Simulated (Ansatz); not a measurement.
Isolated molecules relaxed with PBE0-D4/def2-TZVP in Ansatz; ΔE leaves out vibrations. CCSD(T)/CBS adds triple-zeta CCSD(T) − MP2 to the extrapolated MP2 energy (def2 sets, frozen cores). This one scheme is used for every species. DFT in def2-TZVPP. HSE06 is defined as in plane-wave codes. One conformer a species, not always the lowest.

Consider the ligand exchange at a B–C bond: `CBCF` + H–F → `CBF` + `CF`.

```json
{"level": "LDA (SPW92)", "ΔE (kcal/mol)": "-33.7", "difference from CCSD(T)/CBS": "1.1"}
{"level": "revPBE-D4", "ΔE (kcal/mol)": "-33.3", "difference from CCSD(T)/CBS": "1.5"}
{"level": "CAM-B3LYP-D4", "ΔE (kcal/mol)": "-37.1", "difference from CCSD(T)/CBS": "-2.3"}
{"level": "ωB97M-V", "ΔE (kcal/mol)": "-35.7", "difference from CCSD(T)/CBS": "-0.9"}
{"level": "BLYP", "ΔE (kcal/mol)": "-37.8", "difference from CCSD(T)/CBS": "-3.0"}
{"level": "HSE06", "ΔE (kcal/mol)": "-34.9", "difference from CCSD(T)/CBS": "-0.1"}
{"level": "BHLYP", "ΔE (kcal/mol)": "-38.2", "difference from CCSD(T)/CBS": "-3.4"}
{"level": "CAM-B3LYP", "ΔE (kcal/mol)": "-37.8", "difference from CCSD(T)/CBS": "-3.0"}
{"level": "RPA@PBE/def2-TZVPP", "ΔE (kcal/mol)": "-36.6", "difference from CCSD(T)/CBS": "-1.8"}
{"level": "HF/def2-SVP", "ΔE (kcal/mol)": "-42.2", "difference from CCSD(T)/CBS": "-7.4"}
{"level": "CCSD/def2-SVP", "ΔE (kcal/mol)": "-40.9", "difference from CCSD(T)/CBS": "-6.1"}
{"level": "CCSD(T)/def2-SVP", "ΔE (kcal/mol)": "-41.0", "difference from CCSD(T)/CBS": "-6.2"}
{"level": "HF/def2-TZVPP", "ΔE (kcal/mol)": "-40.2", "difference from CCSD(T)/CBS": "-5.4"}
{"level": "SCS-MP2/def2-TZVPP", "ΔE (kcal/mol)": "-36.8", "difference from CCSD(T)/CBS": "-2.0"}
{"level": "HF/CBS(def2)", "ΔE (kcal/mol)": "-40.3", "difference from CCSD(T)/CBS": "-5.5"}
{"level": "MP2/CBS(def2)", "ΔE (kcal/mol)": "-34.6", "difference from CCSD(T)/CBS": "0.2"}
{"level": "CCSD(T)/CBS", "ΔE (kcal/mol)": "-34.8", "difference from CCSD(T)/CBS": "0"}
```

Largest T1 diagnostic among the species: 0.012.

Leaving LDA and LC-ωPBE aside and taking each functional with its dispersion term where it has one, the values, not all of them listed here, spread over 4.0 kcal/mol, from BHLYP-D4 to revPBE-D4. LDA lies +1.2 kcal/mol from PBE without D4. At CCSD(T), def2-SVP lies −6.2 kcal/mol from the extrapolated value and def2-TZVPP −1.1 kcal/mol.
